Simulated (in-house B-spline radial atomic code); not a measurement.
The numbers below are computed, except where a source is named.
## Ba in an electron gas of r_s = 1.5: phase shifts, screening and friction

A nucleus sits in a uniform electron gas with a rigid positive background. The Kohn-Sham equations are solved self-consistently in the spin-unpolarised LDA (PW92), non-relativistic, on B-splines with outgoing waves at the boundary and partial waves to l = 8. The model has no lattice, no bands and no magnetic solution. Atomic units; δ_l are the phase shifts at the Fermi level, counted so that each bound state adds π, and good to about 0.0005. Heavy atoms are models without relativity.

The density parameter is r_s = 1.5 bohr.

| l | δ_l (rad) |
| --- | --- |
| 0 | 13.1977 |
| 1 | 10.8073 |
| 2 | 7.2206 |
| 3 | 0.8054 |
| 4 | 0.0458 |
| 5 | 0.0123 |
| 6 | 0.0036 |
| 7 | 0.0012 |
| 8 | 0.0005 |

Bound levels below the band bottom (hartree): s -7.153, p -5.401, d -2.358, s -0.3629, p -0.006699 and deeper ones.

(1) Check the Friedel sum rule, and say where the screening charge sits.

(2) Find the transport cross section and the electronic stopping of a 10 keV Ba ion (mass 137.33 u).

Results:

(1) k_F = (9π/4)^(1/3)/r_s = 1.27944. The rule is Z = (2/π) Σ (2l + 1) δ_l. The terms are s 8.402, p 20.640, d 22.984, f 3.589 and 0.395 beyond, in all 56.011 against Z = 56. Bound states hold 10 s, 24 p, 20 d electrons, so the scattering states carry 2.01 in all; where a term is smaller than its bound count, the bound level has drawn weight out of the band.

(2) σ_tr = (4π/k_F²) Σ (l + 1) sin²(δ_l − δ_(l+1)). The terms for l = 0 to 3 are 0.4658, 0.3708, 0.0520, 1.8969, all together 2.7915, so σ_tr = 7.677 × 2.7915 = 21.429 bohr². With n = 3/(4π r_s³) = 0.07074, the friction coefficient is Q = n k_F σ_tr = 1.9394. For v well below v_F = 1.279, dE/dx = Q v; with 24801 eV per u at v = 1, v = √(10000/(24801 × 137.33)) = 0.0542, so dE/dx = 0.10509 hartree/bohr = 54 eV/nm. The largest term couples the f and g waves.
